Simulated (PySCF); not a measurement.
**Correlation energy of Kr⁺ (krypton, charge +1)**

[Ar] 3d10 4s2 4p5, 2P determinant. All numbers are calculated (PySCF 2.14, the spin-free X2C one-electron Hamiltonian (Gaussian nucleus), in x2c-TZVPall). Frozen: [Ar] 3d10; 7 electrons correlated.

MP2 pair energies summed by pair of shells (mhartree):

```json
{"pair": "4p-4p", "energy": "-85.52", "share (%)": "62.1"}
{"pair": "4s-4p", "energy": "-44.44", "share (%)": "32.3"}
{"pair": "4s-4s", "energy": "-7.77", "share (%)": "5.6"}
```

Total MP2 correlation energy: -137.74 mhartree.

Same-spin part -31.29 and opposite-spin part -106.45 mhartree; SCS-MP2 scales them by 1/3 and 6/5 to -138.17 mhartree.

```tsv
level	correlation energy (mhartree)
CCSD	-157.43
(T)	-4.04
CCSD(T)	-161.47
```

Diagnostics: T1 = 0.0054, D1 = 0.0184, largest double amplitude 0.045.

Cost of the coupled-cluster step: 1.2 s of wall time on 1 thread of Neoverse-N1 (shared host), for 7 correlated electrons.
